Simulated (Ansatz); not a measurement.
ZrS3⁻. The state is a doublet with charge -1. Geometry PBE0-D4/def2-SVPD, basis def2-TZVPD, Ansatz.

Cartesian coordinates in Å:
```
Zr -0.295 0.644 -0.406
S -0.886 -1.649 0.244
S 1.440 1.363 -1.674
S -0.259 -0.358 1.836
```

| run | HOMO (eV) | LUMO (eV) |
| --- | --- | --- |
| A | -0.40 | 1.28 |
| B | -1.93 | 2.37 |
| C | -0.79 | 1.64 |
| D | 0.10 | 0.75 |
| E | -0.09 | 0.96 |

In the def2 sets Zr takes a core potential; there is no spin–orbit coupling. HSE06 is defined as in plane-wave codes, on full-range PBE exchange. Another isomer (doublet) lies 0.50 eV lower at PBE0-D4/def2-TZVPD; other spin states weren't run for this one.

HOMO and LUMO are taken over both spins.

Task: The runs used CAM-B3LYP, HSE06, PBE, PBE0, r2SCAN. Estimate which is which.

Result: A HSE06 (range-separated); B CAM-B3LYP (range-separated); C PBE0 (25 % exact exchange); D PBE (0 % exact exchange); E r2SCAN (0 % exact exchange). Exact exchange lowers occupied and raises empty levels; among semilocal functionals meta-GGAs tend to open the gap a little, and such runs are hard to tell apart. The gap grows from 0.65 eV (PBE) to 4.30 eV (CAM-B3LYP). At PBE-D4/def2-TZVPD the highest occupied level of the charge -1 doublet lies above zero (up to 0.10 eV). The electron is either unbound and held by the finite basis, or the level is raised by self-interaction error.
